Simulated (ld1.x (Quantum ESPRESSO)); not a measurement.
mercury: excitation energies, all-electron against ultrasoft

| Property | Result |
| --- | --- |
| Element | mercury (Hg) |
| Generator | ld1.x (Quantum ESPRESSO) 7.5 |
| Type | ultrasoft |
| Functional | PBEsol |
| Relativity | fully relativistic |
| Frozen core | [Xe] 4f14 |
| Valence charge | 12 |
| Reference configuration | 5d10 6s1 6p0 (charge +1) |
| Partial waves | 6s (bound): rcut 1.70, rcutus 2.15 bohr; 6s channel at -0.55 Ry: rcut 1.70, rcutus 2.15 bohr; 6p (bound, empty): rcut 2.40, rcutus 3.25 bohr; 6p channel at 1.8 Ry: rcut 2.40, rcutus 3.25 bohr; 5d (bound): rcut 1.95, rcutus 2.20 bohr; 5d channel at 1.45 Ry: rcut 1.95, rcutus 2.20 bohr |
| Local potential | all-electron potential smoothed inside 2.50 bohr (lloc = -2) |
| Core correction | Bessel-smoothed model core, default radius (core density twice the valence density) |
| Augmentation charge | PSQ, radius 1.85 bohr |

Open shells are filled in proportion to 2j + 1 (rel_dist='average').

Energies are relative to the spin-unpolarised reference configuration 5d10 6s1 6p0; without spin polarisation the order of configurations can differ from experiment.

```
valence configuration  charge  ΔE all-electron (eV)  error AE − PS (meV)
         5d10 6s2 6p0       0               -10.753                 -2.9
         5d10 6s0 6p0      +2                19.013                 -6.2
          5d9 6s0 6p0      +3                54.573                  -47
          5d8 6s0 6p0      +4               104.342                 -176
         5d10 6s0 6p1      +1                 7.404                 -2.5
```

Question: What are ΔE and the potential's error for 5d10 6s1 6p1?

Answer: ΔE = -4.699 eV all-electron; the error (AE − PS) is -0.1 meV.

Question: What are ΔE and the potential's error for 5d9 6s2 6p0?

Answer: ΔE = 4.812 eV all-electron; the error (AE − PS) is -24 meV.
